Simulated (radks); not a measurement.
Ag2+, configuration [Kr] 4d9 (the NIST ground configuration).

Method: Dirac Kohn-Sham, LDA (Slater exchange, Perdew-Wang correlation), spin-unpolarised, spherical densities, point nucleus; open shells fill j = l - 1/2 first; computed with a radial shooting solver on a logarithmic mesh with Libxc functionals.

Energy parts (eV):
| part | energy |
|---|---|
| total | -144525.846 |
| kinetic | 151214.979 |
| electron-nucleus | -349630.840 |
| Hartree | 57802.658 |
| exchange-correlation | -3912.643 |

Orbitals (lengths in bohr, moments of r in powers of bohr):
| orbital | occ. | eigenvalue (eV) | <r> | <r^4> | small-component weight |
|---|---|---|---|---|---|
| 1s1/2 | 2 | -25306.89 | 0.03114 | 4.465e-06 | 2.96e-02 |
| 2s1/2 | 2 | -3745.475 | 0.1347 | 0.0007928 | 6.19e-03 |
| 2p1/2 | 2 | -3484.330 | 0.1142 | 0.0005156 | 6.22e-03 |
| 2p3/2 | 4 | -3309.269 | 0.1192 | 0.0005943 | 5.96e-03 |
| 3s1/2 | 2 | -704.7928 | 0.3690 | 0.03729 | 1.74e-03 |
| 3p1/2 | 2 | -600.7901 | 0.3604 | 0.03687 | 1.69e-03 |
| 3p3/2 | 4 | -569.8904 | 0.3714 | 0.04132 | 1.62e-03 |
| 3d3/2 | 4 | -385.0483 | 0.3440 | 0.03738 | 1.51e-03 |
| 3d5/2 | 6 | -378.8188 | 0.3475 | 0.03876 | 1.49e-03 |
| 4s1/2 | 2 | -117.5561 | 0.9091 | 1.324 | 4.48e-04 |
| 4p1/2 | 2 | -84.6310 | 0.9736 | 1.862 | 3.91e-04 |
| 4p3/2 | 4 | -79.4246 | 1.005 | 2.118 | 3.70e-04 |
| 4d3/2 | 4 | -29.4999 | 1.302 | 7.843 | 2.29e-04 |
| 4d5/2 | 5 | -28.8775 | 1.319 | 8.271 | 2.23e-04 |

The highest occupied level is 4d5/2 at -28.878 eV. Summed over all electrons, <r^2> = 30.05 bohr^2, which gives a Langevin (diamagnetic) susceptibility term of -23.8 x 10^-6 cm^3/mol. The density falls to 0.001 e/bohr^3 at r = 3.30 bohr.
